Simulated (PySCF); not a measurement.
Below is a simulated gas-phase C 1s photoelectron spectrum of `C#[C][Ga]([C]#C)[C]#C` (Ga(CCH)3).

Every computed line was given a Gaussian of 1.0 eV full width at half maximum and an area set by the number of equivalent atoms; the highest printed point is 100. Computed, not measured: delta-SCF UKS SCAN, pcX-2 on the ionised atom, pcseg-1 elsewhere, spin-free X2C (PySCF 2.14.0).

```tsv
binding energy (eV)	intensity
288.8	0
288.9	0
289.0	1
289.1	2
289.2	4
289.3	6
289.4	11
289.5	17
289.6	25
289.7	35
289.8	48
289.9	61
290.0	74
290.1	86
290.2	95
290.3	100
290.4	100
290.5	95
290.6	86
290.7	74
290.8	60
290.9	47
291.0	34
291.1	24
291.2	16
291.3	10
291.4	6
291.5	3
291.6	2
291.7	1
291.8	0
291.9	0
```

Problem. How many maxima does the curve show, and how many computed lines lie under it?

Solution. The curve has 1 maximum (at 290.3 eV). Under it lie 2 lines from 2 inequivalent carbon sites. At this width some lines have no maximum of their own.

Problem. Decompose the envelope and assign each component. Bonds: Ga1–C2, Ga1–C5, Ga1–C8, C2–C3, C5–C6, C8–C9. Hydrogens: H4 on C3; H7 on C6; H10 on C9.

Solution. 
| position (eV) | relative area | line | atoms | environment |
| --- | --- | --- | --- | --- |
| 290.21 | 3 | C 1s | C2/C5/C8 | carbon bonded to C and Ga |
| 290.48 | 3 | C 1s | C3/C6/C9 | carbon bonded to C and H |

Problem. Above which line width would these two lines show one maximum?

Solution. Two equal Gaussians merge once their distance is under 2σ = FWHM/1.177. With 0.27 eV between them that is a full width over 0.32 eV.

The listed C 1s values span 0.27 eV, from C2/C5/C8 (bonded to C and Ga) to C3/C6/C9 (bonded to C and H).

No satellites, vibrations or lifetime broadening are included. The first atom of each set that the bonding makes equivalent was ionised and stands for the set. Spin contamination (⟨S²⟩ against 0.75 for a pure doublet) is marked for C 1s of C2/C5/C8 (0.87) and C 1s of C3/C6/C9 (0.86), which makes these values less certain. Geometry: PBE0-D3(BJ)/def2-SVP; no solvent, vibrations or thermal averaging.

The run took 23 s on an Arm Neoverse N1 with one thread, no GPU (shared host), and the process peaked at 0.44 GiB of memory.
